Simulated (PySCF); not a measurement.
# Computed properties of C2H5Te, SMILES [CH2][Te]C

C2H5Te, SMILES [CH2][Te]C (connectivity only; charge and spin as stated), charge +1, multiplicity 1. The structure is a stationary point at B3LYP-D3(BJ)/def2-SVP. The spin state was assumed, not searched. The isomer is the one that the SMILES or the coordinates give; other isomers of the formula were not compared. The def2 effective core potentials stand for the cores of Te; spin–orbit coupling is left out. One conformer was computed; it need not be the lowest. All values are computed for the isolated molecule unless a solvent is named; none is compared with measurement here.

**Structure.** The optimised structure has Cs symmetry. All 18 harmonic modes at B3LYP-D3(BJ)/def2-SVP (PySCF) are real, so it is a minimum. With heavy atoms numbered as in [CH2:1][Te:2][CH3:3], the shortest bond between them is C1–Te2 at 1.961 Å and the longest Te2–C3 at 2.162 Å.

**Vibrations.** The strongest infrared lines (harmonic, unscaled, degenerate partners summed) lie at 3130 cm⁻¹ (37 km/mol, H 95 %), 3264 cm⁻¹ (36 km/mol, H 89 %, C 11 %), 863 cm⁻¹ (34 km/mol, H 84 %, C 15 %). The softest mode is at 56 cm⁻¹ and the zero-point energy is 38.3 kcal/mol.

**Electronic structure.** r2SCAN/def2-TZVPD (PySCF) places the frontier levels at -12.96 and -9.57 eV, a gap of 3.39 eV and a mean polarisability of 56.7 bohr³.

**Excitations.** TDA-PBE0/def2-SVPD (PySCF) has S1 at 4.31 eV (288 nm, f = 0.006, weak); the most intense of the 10 singlets computed lies at 5.39 eV (f = 0.25). T1 (TDA) is at 1.92 eV, 2.39 eV under S1. No vertical singlet excitation falls in the visible range (under 3.1 eV).
